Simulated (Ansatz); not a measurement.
Start from `O=C[N]([AlH2])[SiH3]` and change one atom or group to get `C=CN([SiH3])C=O`.

Ansatz, PBE0-D4/def2-TZVP geometries, multiplicity 1. Each molecule was computed in one conformer, which needn't be the lowest.

```
                                          property  `O=C[N]([AlH2])[SiH3]`
size of the dipole moment (ωB97M-V/def2-TZVPP) / D                    2.92
               LUMO energy (B3LYP/def2-TZVPP) / eV                   -1.87
               HOMO energy (B3LYP/def2-TZVPP) / eV                   -7.67
    size of the dipole moment (PBE/def2-TZVPP) / D                    2.66
             HOMO energy (ωB97M-V/def2-TZVPP) / eV                  -10.34
                HOMO energy (PBE0/def2-TZVPP) / eV                   -7.92
```

Task: What does the change do to each property? (Estimate.)

Result: Ansatz gave: 
| property | `C=CN([SiH3])C=O` | shift |
| --- | --- | --- |
| size of the dipole moment (ωB97M-V/def2-TZVPP) / D | 3.01 | 0.09 |
| LUMO energy (B3LYP/def2-TZVPP) / eV | -0.86 | 1.01 |
| HOMO energy (B3LYP/def2-TZVPP) / eV | -6.86 | 0.81 |
| size of the dipole moment (PBE/def2-TZVPP) / D | 2.92 | 0.26 |
| HOMO energy (ωB97M-V/def2-TZVPP) / eV | -9.21 | 1.13 |
| HOMO energy (PBE0/def2-TZVPP) / eV | -7.07 | 0.85 |

With PBE0 the HOMO rises by 0.85 eV and the LUMO rises by 1.04 eV, so the gap widens by about 0.19 eV. PBE moves the HOMO by 0.34 eV and ωB97M-V by 1.13 eV. Dipoles are sizes alone; their direction can turn.

B3LYP here is the variant with VWN-RPA as its local correlation; programs differ in this.
